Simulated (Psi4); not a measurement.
H₃Cl₂FGeSi (SMILES F[Si](Cl)(Cl)[GeH3]), singlet, at a GFN2-xTB geometry.

The Psi4 input:
```
memory 2 GB

molecule {
0 1
F     1.15806934   -0.35810073    1.56301353
Si    0.57084838   -0.06417414    0.09168656
Cl    1.43605185    1.64349304   -0.48644613
Cl    1.14631415   -1.62251874   -1.02186524
Ge   -1.73147587    0.10404229    0.28998127
H    -2.16132944    1.36071831    0.97044654
H    -2.32423350   -1.01992042    1.07275286
H    -2.42193281    0.09463033   -1.03204013
}

set {
  basis cc-pv(d+d)z
}

energy('pbe0')
print_variables()
```

Question: What does this run give for the number of basis functions, total energy, nuclear repulsion energy, dipole moment?

Answer: 
```json
{
 "number_of_basis_functions": "125",
 "total_energy": "-3387.777225 Ha",
 "nuclear_repulsion_energy": "637.3596 Eh",
 "dipole_moment": "1.44 D"
}
```

Question: Roughly what does it cost on one core?

Answer: very roughly 16 core-seconds.
